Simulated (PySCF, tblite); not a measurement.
Isomers of C6H13Si (doublet state), one GFN2-xTB conformer each. Single-point energies are computed at B3LYP/pcH-1 (PySCF, gas phase, no added dispersion term), electronic only. GFN2-xTB treats the open shell by occupation alone, and not every SCF solution was tested for stability.

Question: Rank them by B3LYP/pcH-1 energy, lowest first (kcal/mol).
A. `[CH2:1][CH2:2][CH2:3][Si@@H:4]1[CH2:5][C@H:6]1[CH3:7]` (doublet state) with H–C1–C2–C3 83° and -82°, C1–C2–C3–Si4 180°, C2–C3–Si4–C5 -88°
B. `[CH3:1][C@@H:2]1[CH:3][CH2:4][Si@H:5]([CH3:6])[CH2:7]1` (doublet state) with C1–C2–C3–C4 -173°, C2–C3–C4–Si5 38°, C3–C4–Si5–C6 103°, C4–Si5–C7–C2 -10°

Answer: B (0.0), A (37.6).

As drawn, the higher has a three-membered ring, which the lower lacks. GFN2-xTB itself gives, in the same order: 0.0, 41.1. Both levels put the same isomer lowest.

What happens when harmonic zero-point energies from GFN2-xTB frequencies are added?

```csv
SMILES,ZPE (kcal/mol),electronic (kcal/mol),with ZPE (kcal/mol)
C[C@@H]1[CH]C[Si@H](C)C1,105.9,0.0,0.0
[CH2]CC[Si@@H]1C[C@H]1C,105.0,37.6,36.7
```

The zero-point energies span 0.9 kcal/mol. The order is unchanged.
